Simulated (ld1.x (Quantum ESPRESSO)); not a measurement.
Configuration tests for bismuth (Bi) (ultrasoft)

ld1.x (Quantum ESPRESSO) 7.5 input, shortened:

```
&input
   title='Bi', zed=83., rel=2, dft='PBE', iswitch=3,
   config='[Xe] 4f14 5d10 6s2 6p2.5', rel_dist='average'
 /
 &inputp
   pseudotype=3, tm=.true., lloc=-1, rcloc=2.00,
   nlcc=.true., new_core_ps=.true.
 /
6
5S  1  0   2.00   0.00  1.05  1.20  0.0
6S  2  0   2.00   0.00  1.05  1.20  0.0
5P  2  1   6.00   0.00  1.30  1.45  0.0
6P  3  1   2.50   0.00  1.30  1.45  0.0
5D  3  2  10.00   0.00  1.75  2.00  0.0
5D  3  2   0.00   0.40  1.75  2.00  0.0
 &test
   configts(1)='5s2 5p6 5d10 6s2 6p2.5'
 /
```

Open shells are filled in proportion to 2j + 1 (rel_dist='average').

Energies are relative to the spin-unpolarised reference configuration 5s2 5p6 5d10 6s2 6p2.5; without spin polarisation the order of configurations can differ from experiment.

```csv
valence configuration,charge,ΔE all-electron (eV),error AE − PS (meV)
5s2 5p6 5d10 6s2 6p3,0,-3.168,-230
5s2 5p6 5d10 6s2 6p2,+1,4.892,+383
5s2 5p6 5d10 6s2 6p1,+2,20.316,+1701
5s2 5p6 5d10 6s1 6p4,0,6.690,+800
5s2 5p6 5d9 6s2 6p3,+1,30.011,-5277
```

Task: What are ΔE and the potential's error for 5s2 5p6 5d10 6s1 6p0?

Result: ΔE = 89.270 eV all-electron; the error (AE − PS) is +8139 meV.

Task: What are ΔE and the potential's error for 5s2 5p5 5d10 6s2 6p3?

Result: ΔE = 101.671 eV all-electron; the error (AE − PS) is -6627 meV.

Levels in the configuration 5s2 5p5 5d10 6s2 6p3:

| level | all-electron (eV) | pseudo (eV) |
| --- | --- | --- |
| 5s j=1/2 | -173.131 | -181.393 |
| 5p j=1/2 | -129.415 | -137.411 |
| 5p j=3/2 | -104.265 | -111.670 |
| 5d j=3/2 | -42.651 | -48.863 |
| 5d j=5/2 | -39.440 | -45.474 |
| 6s j=1/2 | -24.451 | -22.645 |
| 6p j=1/2 | -14.837 | -12.921 |
| 6p j=3/2 | -12.147 | -11.523 |

These tests converged, but a pseudo level misses the all-electron one widely, so the file describes the atom poorly there or has found another state: 5s2 5p6 5d10 6s2 6p3: 5d by 4.5 eV; 5s2 5p6 5d10 6s2 6p2: 5d by 3.8 eV; 5s2 5p6 5d10 6s2 6p1: 6s by 2.9 eV; 5s2 5p6 5d10 6s1 6p0: 6s by 4.5 eV; 5s2 5p6 5d10 6s1 6p4: 5d by 4.8 eV; 5s2 5p6 5d9 6s2 6p3: 5d by 5.7 eV; 5s2 5p5 5d10 6s2 6p3: 5p by 7.4 eV.

A Bessel basis up to 400 Ry misses an occupied level by 1.62 Ry, so cutoffs and ghosts were not judged. The potential misses its own reference levels by up to 5.2 eV, so it is not fit for use.
